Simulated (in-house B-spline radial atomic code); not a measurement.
Configurations of Ce³⁺, with energies counted from [Xe] 4f1. Computed with a B-spline radial code for spherical atoms: scalar-relativistic (X2C) r2SCAN0, spin-polarised, spherical fractional occupations, exact exchange averaged over the configuration, Fermi nucleus of rms radius 4.8771 fm. Shells without spins written out take the highest spin.

Occupations are held fixed; configurations that lie above the ionisation limit could autoionise.

```
            configuration  E - E(ref) (eV)  highest orbital  its <r> (bohr)
                 [Xe] 6p1           16.069            6p up           3.822
[Kr] 4d10 4f1 5s2 5p5 5d1           22.184            5d up           2.262
                 [Xe] 5f1           23.351            5f up           4.376
                 [Xe] 6f1            28.17            6f up           7.685
```

**Question.** Order these further configurations by energy, lowest first.
A. [Kr] 4d10 4f1 5s2 5p5 6s1
B. [Kr] 4d10 4f1 5s2 5p5 6p1
C. [Kr] 4d9 4f1 5s2 5p6 6d1
D. [Kr] 4d10 4f2 5s2 5p5

**Answer.** D (18.442 eV), A (26.381 eV), B (31.175 eV), C (130.73 eV).
